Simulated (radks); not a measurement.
Q: Ta XXXIII, configuration [Kr] 4d5 (the NIST ground configuration). Calculated with a radial shooting solver on a logarithmic mesh with Libxc functionals: scalar-relativistic Kohn-Sham, PBE, spin-polarised, spherical densities, finite nucleus; open shells are filled with parallel spins first (spin-orbit coupling, left out, can overturn this in heavy ions); Fermi nuclear charge, rms radius 5.3507 fm. Some entries of the table are withheld. Estimate them.

orbital  occ.  eigenvalue (eV)  r(max) (bohr)  <r^2> (bohr^2)
1s up       1        -68587.66        0.01168       0.0004788
1s down     1        -68587.58        0.01168       0.0004788
2s up       1        -12820.81        0.06687        0.007376
2s down     1        -12815.69        0.06686        0.007374
2p up       3        -11391.36        0.05478        0.006084
2p down     3        -11387.23        0.05476        0.006082
3s up       1        -3878.912         0.1881         0.04731
3s down     1        -3876.426         0.1882         0.04725
3p up       3        -3453.189         0.1859         0.04780
3p down     3        -3450.407         0.1859         0.04771
3d up       5        -2962.784            (1)         0.03941
3d down     5        -2958.541            (2)         0.03937
4s up       1        -1646.389         0.4107             (3)
4s down     1        -1633.357         0.4105             (4)
4p up       3        -1492.239         0.4240          0.2158
4p down     3        -1479.403         0.4239          0.2164
4d up       5              (5)         0.4210          0.2211
4d down     0              (6)         0.4209          0.2220

A: 
(1) 3d up r(max) (bohr): 0.1512
(2) 3d down r(max) (bohr): 0.1514
(3) 4s up <r^2> (bohr^2): 0.2007
(4) 4s down <r^2> (bohr^2): 0.2010
(5) 4d up eigenvalue (eV): -1303.031
(6) 4d down eigenvalue (eV): -1290.281
